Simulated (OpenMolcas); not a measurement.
**B2+: RASPT2 settings compared**

* Program: OpenMolcas 26.06
* Basis: ANO-RCC-VTZP [4s3p2d1f]
* Scalar Hamiltonian: DKH2, point nucleus
* Active space: 1 electron in 9 orbitals (RAS2 2s 2p; RAS3 3d, at most 1 electron)
* State averaging: 2S+1 = 2 even, 1 root; 2S+1 = 2 odd, 3 roots
* Spin-orbit coupling: state interaction with AMFI integrals over the reference wave functions, term energies averaged over their components

Methods on the same reference wave functions:
A. RASSCF
B. SS-RASPT2, IPEA 0.1 Eh, no level shift (closed shells correlated: 1s)
C. XMS-RASPT2, IPEA 0.75 Eh, imaginary shift 0.15 Eh (closed shells correlated: 1s)
D. XMS-RASPT2, IPEA 0 Eh, imaginary shift 0.05 Eh (closed shells correlated: 1s)

Energies in cm⁻¹ above 2s ²S_1/2, the measured ground level; measured values from Moore, Atomic Energy Levels, vol. I, NSRDS-NBS 35 (1971 reprint of NBS Circular 467, 1949).

```csv
Level,A,B,C,D,Measured
2s ²S_1/2,0.0,0.0,0.0,0.0,0.0
2p ²P°_1/2,49051,48720,48703,48711,48358
2p ²P°_3/2,49082,48751,48734,48742,48393
```

Deviations, from unrounded energies. A percentage is the sum of absolute deviations over the sum of measured energies, with the sign that they share, or ± where signs differ.

```csv
Against measurement,Levels,A,B,C,D
mean absolute deviation (cm-1),2,690,360,340,350
other configurations (%),2,+1.4,+0.7,+0.7,+0.7
```

B, C, D lie about equally close to measurement and A furthest from it. The largest miss of C in the table is 2p ²P°_1/2, by +340 cm-1. The ranking rests on the paired levels alone, and a cruder setting can come out closer through cancelling errors.

Among B to D the level of the table that moves most is 2p ²P°_1/2, by 17 cm-1 (lowest in C, highest in B).

The lowest spin-free term lies below A's lowest term by 0.022 hartree in B, 0.022 hartree in C, 0.022 hartree in D.

With one active electron outside closed inactive shells, the extra shells (3d) add no correlation to the reference. With one active electron the reference holds no correlation, so core polarisation is missing (holds for A). With one active electron, CASPT2 adds the correlation within the correlated inactive shells and between them and that electron, and leaves the splitting within a term as the reference gives it (holds for B; C; D). Computed and measured levels are paired by configuration, term and J; levels that our copy of the source lacks, or whose pairing is in doubt (as where it misses far off the trend of its configuration), stay unpaired and out of the deviations. Levels of configurations outside the active space are missing.

° marks odd parity.
